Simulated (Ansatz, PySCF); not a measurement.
This PySCF input computes a CAM-B3LYP/def2-TZVPD energy:

```python
from pyscf import gto, scf, dft

mol = gto.M(
    atom='''
    Sn    0.00000000   -0.00000000   -0.00000000
    F    -1.55442281   -1.00239212    0.08359758
    F    -0.03709134    1.70788861   -0.71396746
    F     1.59151415   -0.70549649    0.63036988
    ''',
    basis='def2-tzvpd',
    ecp='def2-tzvp',
    charge=1,
    spin=0,
    verbose=4,
)

mf = dft.RKS(mol, xc='camb3lyp').density_fit(auxbasis='def2-universal-jkfit')
mf.grids.level = 3
mf.conv_tol = 1e-9
mf.max_cycle = 100
mf.max_memory = 1500
mf.kernel()
if not mf.converged:
    mf = mf.newton()
    mf.kernel(mf.make_rdm1())
mf.analyze()
```

Write an input for the same energy in Ansatz (a program for electronic structure) and say what it gives.


Ansatz 0.2 input:
```yaml
crystal:
  periodic: [false, false, false]
  atoms:
    - {symbol: Sn, position_ang: [0.00000000, -0.00000000, -0.00000000]}
    - {symbol: F, position_ang: [-1.55442281, -1.00239212, 0.08359758]}
    - {symbol: F, position_ang: [-0.03709134, 1.70788861, -0.71396746]}
    - {symbol: F, position_ang: [1.59151415, -0.70549649, 0.63036988]}
basis:
  gaussian:
    orbitals: def2-TZVPD
hamiltonian:
  xc: {name: CAM-B3LYP}
total_charge: 1
output: {forces: true}
```
It gives -513.58121 Eh, and PySCF -513.58124 Eh, a difference of 0.03 mEh, from the treatment of integrals and grids.

It need not be the lowest isomer of its formula.
